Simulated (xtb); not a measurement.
C5H14O2Si (SMILES CCO[SiH](C)OCC), singlet, at a GFN2-xTB geometry; GFN0-xTB run with xtb.

Input for xtb:
```
$ xtb coord --gfn 0 --json

# file coord
$coord
      0.1141478861      -2.0521458741       0.7295600643  si
     -1.2219273179      -4.4965435037      -1.5125021326  c
     -1.9034436844       0.0391459412       1.7443746272  o
     -3.4806977172       1.6887624251       0.3906010420  c
     -4.7131814988       3.5438766473       2.2097372032  c
      2.4043198078      -0.8463604645      -0.9306267539  o
      3.9291812594       1.2390606332      -0.3310743101  c
      4.9127507883       2.4446185575      -2.7496288578  c
      0.8881353927      -2.9851283038       3.2032970715  h
     -1.7191963321      -3.6881568968      -3.3335795527  h
     -2.9134380095      -5.3337739265      -0.7105364559  h
      0.1168392907      -6.0087938303      -1.8542592156  h
     -2.3761034944       2.7132347547      -1.0344882938  h
     -4.9336328667       0.5874260335      -0.5962389035  h
     -5.8057152060       2.5189493851       3.6141297104  h
     -5.9546177444       4.8180941799       1.1835855496  h
     -3.2728580035       4.6407302117       3.1802126496  h
      2.8461577123       2.6174584080       0.7735761888  h
      5.5112329290       0.5874282822       0.8387650316  h
      3.3429017795       3.1062424763      -3.8980177670  h
      6.1330810230       4.0335850751      -2.2990415024  h
      5.9753816583       1.0618142059      -3.8340262547  h
$end
```

Task: What does xtb print? Leave out banner, timings and long lists.

Result: 
```
   ID    Z sym.   atoms
    1   14 si     1
    2    6 c      2, 4, 5, 7, 8
    3    8 o      3, 6
    4    1 h      9-22

           -------------------------------------------------
          |                Calculation Setup                |
           -------------------------------------------------

           -------------------------------------------------
          |                 G F N 0 - x T B                 |
           -------------------------------------------------

          ...................................................
          :                      SETUP                      :
          :.................................................:
          :  # basis functions                  66          :
          :  # atomic orbitals                  65          :
          :  # shells                           45          :
          :  # electrons                        50          :
          :  electronic temp.          300.0000000     K    :
          :  accuracy                    1.0000000          :
          :  -> integral cutoff          0.2500000E+02      :
          :  -> integral neglect         0.1000000E-07      :
          ...................................................

         :::::::::::::::::::::::::::::::::::::::::::::::::::::
         ::                     SUMMARY                     ::
         :::::::::::::::::::::::::::::::::::::::::::::::::::::
         :: total energy             -26.714412864222 Eh    ::
         :: gradient norm              0.027015674825 Eh/a0 ::
         :: HOMO-LUMO gap              6.033863637035 eV    ::
         ::.................................................::
         :: H0 energy                -26.892742202236 Eh    ::
         :: repulsion energy           0.340602058405 Eh    ::
         :: electrostat energy        -0.130357113097 Eh    ::
         :: -> Gsolv                   0.000000000000 Eh    ::
         ::    -> Gsasa                0.000000000000 Eh    ::
         ::    -> Gshift               0.000000000000 Eh    ::
         :: dispersion energy         -0.007025806590 Eh    ::
         :: short-range corr.         -0.024889800704 Eh    ::
         :: add. restraining           0.000000000000 Eh    ::
         :: total charge               0.000000000000 e     ::
         :::::::::::::::::::::::::::::::::::::::::::::::::::::

           -------------------------------------------------
          |                Property Printout                |
           -------------------------------------------------

    * Orbital Energies and Occupations

         #    Occupation            Energy/Eh            Energy/eV
      -------------------------------------------------------------
         1        2.0000           -0.6885943             -18.7376
       ...           ...                  ...                  ...
        13        2.0000           -0.5270166             -14.3409
        14        2.0000           -0.5257650             -14.3068
        15        2.0000           -0.5152890             -14.0217
        16        2.0000           -0.5142107             -13.9924
        17        2.0000           -0.5074122             -13.8074
        18        2.0000           -0.5045172             -13.7286
        19        2.0000           -0.5012768             -13.6404
        20        2.0000           -0.4852422             -13.2041
        21        2.0000           -0.4517753             -12.2934
        22        2.0000           -0.4423331             -12.0365
        23        2.0000           -0.4286048             -11.6629
        24        2.0000           -0.4200739             -11.4308
        25        2.0000           -0.4154241             -11.3043 (HOMO)
        26                         -0.1936837              -5.2704 (LUMO)
        27                         -0.1884813              -5.1288
        28                         -0.1821053              -4.9553
        29                         -0.1578627              -4.2957
        30                         -0.1533997              -4.1742
        31                         -0.1449520              -3.9443
        32                         -0.1274196              -3.4673
        33                         -0.1189260              -3.2361
        34                         -0.1153773              -3.1396
        35                         -0.1046729              -2.8483
        36                         -0.1020437              -2.7767
       ...                                ...                  ...
        65                          0.8855394              24.0968
      -------------------------------------------------------------
                  HL-Gap            0.2217404 Eh            6.0339 eV
             Fermi-level            0.0000000 Eh            0.0000 eV

     #   Z          covCN         q      C6AA      α(0)
     1  14 si       3.441     0.758   133.926    21.799
     2   6 c        3.651    -0.659    42.097     9.421
     3   8 o        1.621    -0.553    23.911     6.613
     4   6 c        3.720     0.214    19.425     6.369
     5   6 c        3.751    -0.415    33.178     8.313
     6   8 o        1.621    -0.546    23.741     6.590
     7   6 c        3.732     0.205    19.541     6.384
     8   6 c        3.751    -0.412    33.106     8.304
     9   1 h        0.920    -0.079     4.871     3.452
    10   1 h        0.925     0.193     1.134     1.665
    11   1 h        0.925     0.175     1.235     1.738
    12   1 h        0.925     0.184     1.183     1.701
    13   1 h        0.924     0.033     2.549     2.497
    14   1 h        0.924     0.029     2.606     2.524
    15   1 h        0.925     0.148     1.408     1.856
    16   1 h        0.925     0.110     1.697     2.037
    17   1 h        0.925     0.145     1.426     1.867
    18   1 h        0.924     0.037     2.484     2.465
    19   1 h        0.924     0.034     2.537     2.491
    20   1 h        0.925     0.142     1.444     1.879
    21   1 h        0.925     0.110     1.693     2.035
    22   1 h        0.925     0.148     1.406     1.854

 Mol. C6AA /au·bohr⁶  :       4486.868238
 Mol. C8AA /au·bohr⁸  :     122619.462657
 Mol. α(0) /au        :        103.852225

Wiberg/Mayer (AO) data.
largest (>0.10) Wiberg bond orders for each atom

 ---------------------------------------------------------------------------
     #   Z sym  total        # sym  WBO       # sym  WBO       # sym  WBO
 ---------------------------------------------------------------------------
     1  14 si   4.174 --     6 o    1.103     3 o    1.075     2 c    0.956
                             9 h    0.882
     2   6 c    3.893 --    12 h    0.960    11 h    0.959    10 h    0.958
                             1 si   0.956
     3   8 o    2.173 --     1 si   1.075     4 c    0.968
     4   6 c    3.954 --     5 c    1.018    14 h    0.974    13 h    0.973
                             3 o    0.968
     5   6 c    3.980 --     4 c    1.018    16 h    0.980    15 h    0.980
                            17 h    0.980
     6   8 o    2.199 --     1 si   1.103     7 c    0.971
     7   6 c    3.953 --     8 c    1.018    19 h    0.974     6 o    0.971
                            18 h    0.970
     8   6 c    3.980 --     7 c    1.018    21 h    0.980    20 h    0.980
                            22 h    0.980
     9   1 h    0.933 --     1 si   0.882
    10   1 h    0.985 --     2 c    0.958
    11   1 h    0.985 --     2 c    0.959
    12   1 h    0.984 --     2 c    0.960
    13   1 h    0.993 --     4 c    0.973
    14   1 h    0.995 --     4 c    0.974
    15   1 h    0.987 --     5 c    0.980
    16   1 h    0.981 --     5 c    0.980
    17   1 h    0.987 --     5 c    0.980
    18   1 h    0.991 --     7 c    0.970
    19   1 h    0.998 --     7 c    0.974
    20   1 h    0.987 --     8 c    0.980
    21   1 h    0.981 --     8 c    0.980
    22   1 h    0.987 --     8 c    0.980
 ---------------------------------------------------------------------------

Topologies differ in total number of bonds
Writing topology from bond orders to xtbtopo.mol

 dipole moment from electron density (au)
     X       Y       Z
  -0.0752   0.3829  -0.3529  total (Debye):    1.337

           -------------------------------------------------
          | TOTAL ENERGY              -26.714412864222 Eh   |
          | GRADIENT NORM               0.027015674825 Eh/α |
          | HOMO-LUMO GAP               6.033863637035 eV   |
           -------------------------------------------------

normal termination of xtb
```
